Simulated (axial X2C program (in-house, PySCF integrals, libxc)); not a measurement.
Bond lengths and stretching modes, held linear, of ClMoCl⁺

Calculated with an in-house all-electron X2C program for linear molecules (integrals from PySCF): two-component X2C with atomic mean-field Coulomb and Gaunt terms, Gaussian nuclei, basis Cl dyall-av3z, Mo dyall-v3z with contracted cores. Spin-free rows use the one-electron spin-free X2C Hamiltonian.

Masses Cl 34.969, Mo 97.905, Cl 34.969 u. States: 2c Ω = 3/2 (beyond evenly filled blocks: ω = 1/2, ω = -3/2, ω = 5/2); spin-free M_S = 3/2, Λ = 0 (beyond evenly filled blocks: σα, δ+α, δ-α).

MP2, 2c: energies above the lowest point

```csv
r(Cl–Mo) (Å),r(Mo–Cl) (Å),E (meV)
2.1294,2.1294,19.17
2.1294,2.1840,6.19
2.1294,2.2386,57.86
2.1840,2.1294,6.19
2.1840,2.1840,0.00
2.1840,2.2386,57.48
2.1840,2.2932,165.12
2.2386,2.1294,57.86
2.2386,2.1840,57.48
2.2386,2.2386,119.91
2.2932,2.1840,165.12
2.2932,2.2932,346.69
```

**Question.** Fit a quadratic surface with cubic terms in each bond: where is the minimum, and what are the two stretching wavenumbers?

**Answer.** At MP2, 2c: bonds 2.163 and 2.163 Å; harmonic stretches 436.8 and 532.1 cm⁻¹; force constants 3.67, 3.67 and coupling 0.26 mdyn/Å.

The other levels and Hamiltonians give:

```tsv
Hamiltonian	level	r(Cl–Mo) (Å)	r(Mo–Cl) (Å)	lower stretch (cm⁻¹)	upper stretch (cm⁻¹)
2c	PBE0	2.183	2.183	420.1	510.5
2c	HF	2.213	2.213	425.9	509.6
2c	PBE	2.198	2.198	404.5	488.9
spin-free	PBE0	2.183	2.183	420.4	510.9
spin-free	HF	2.212	2.212	426.4	510.2
spin-free	PBE	2.198	2.198	404.7	489.4
spin-free	MP2	2.162	2.162	437.2	532.4
```

Each state is one determinant, the lowest of a limited PBE0 search; the stretches come from a fit to these few points and carry an uncertainty of a few per cent. Other orders of the atoms were not compared. MP2 freezes inner shells (threshold -2 hartree). The molecule was held linear; bending was not examined, so a bent shape may lie lower. Note: several unpaired electrons, one determinant need not be a pure state.
